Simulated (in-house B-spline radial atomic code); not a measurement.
RPBE excitations of S6+

Method: RPBE. Computed with an all-electron radial atomic-structure program (B-spline basis): linear response of the closed shell [He] 2s2 2p6 with the functional's adiabatic kernel; scalar-relativistic (spin-free one-electron X2C), finite nucleus, no spin-orbit coupling, no double excitations, S, P, D and F terms only. Only terms of natural parity with L up to 3 were computed.

Command:
```bash
python run_td.py task.json out
```
Settings (radii: box in bohr, nucleus in fm):
```
Z                        16
electrons                10
configuration            [He] 2s2 2p6
hamiltonian              x2c
method                   rpbe,pbe
box_radius               14.35
rms_radius               3.2611
intervals                71
```

Cost of the run: 0.4 s on 1 thread of Arm Neoverse N1, on a shared host.

The lowest states, in the order of their Tamm-Dancoff energies; the method's threshold (minus the highest occupied level) is 258.05 eV. Labels give the largest channel, * marks a mixed state, and oscillator strengths are full-response dipole values. Semilocal kernels can invert the small singlet-triplet splittings of Rydberg terms. Energies in eV:

```tsv
state	full response	Tamm-Dancoff	oscillator strength
2p → 3s 3P	161.97	161.98	-
2p → 3s 1P	163.29	163.32	0.196
2p → 3p 3S	174.24	174.28	-
2p → 3p 3D	?	?	-
2p → 3p 1D	176.31	176.32	-
2p → 3p 1S	183.25	183.80	-
2p → 3d 3P	193.06	193.07	-
2p → 3d 3F	?	?	-
2p → 3d 1F	193.99	193.99	-
2p → 3d 1P	196.86	196.99	1.35
```

**Question.** Where does 2p → 3p 3D lie?

**Answer.** At 175.26 eV in full response, 175.28 eV in Tamm-Dancoff.

**Question.** Where does 2p → 3d 3F lie?

**Answer.** At 193.27 eV in full response, 193.29 eV in Tamm-Dancoff.

**Question.** How large is the singlet-triplet splitting of 2p → 3s (P terms) in Tamm-Dancoff?

**Answer.** 1.35 eV, from the unrounded values.

**Question.** What polarisabilities and dispersion coefficient does the method give?

**Answer.** Dipole 0.07477 bohr³, quadrupole 0.03183 bohr⁵, C6 0.03803 hartree·bohr⁶ for two such species.
